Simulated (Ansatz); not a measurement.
Consider the cleavage of the B–Si bond: `B[SiH2]N` + `O[SiH2][GeH3]` → `BO[SiH2][GeH3]` + `N[SiH3]`.

Isolated molecules relaxed with PBE0-D4/def2-TZVP in Ansatz; ΔE leaves out vibrations. CBS: MP2 limit from def2 TZ/QZ plus the TZ coupled-cluster correction, frozen cores. This one scheme is used for every species. For Ge outer-core shells are correlated without core-valence functions, which leaves a few kJ/mol of doubt a bond. Scalar relativity is left out up to krypton. Each species was taken in one conformer, which may not be the lowest.

```tsv
species	HF/CBS(def2) energy (Eh)
`B[SiH2]N`	-371.60818
`O[SiH2][GeH3]`	-2442.80458
`BO[SiH2][GeH3]`	-2468.11461
`N[SiH3]`	-346.36472
```

(1) Work out ΔE.

Largest T1 diagnostic among the species: 0.013.

Results:

(1) ΔE = (-2468.11461) + (-346.36472) − (-371.60818) − (-2442.80458) = -0.06657 Eh = -41.8 kcal/mol. CCSD(T)/CBS gives -39.6 kcal/mol.
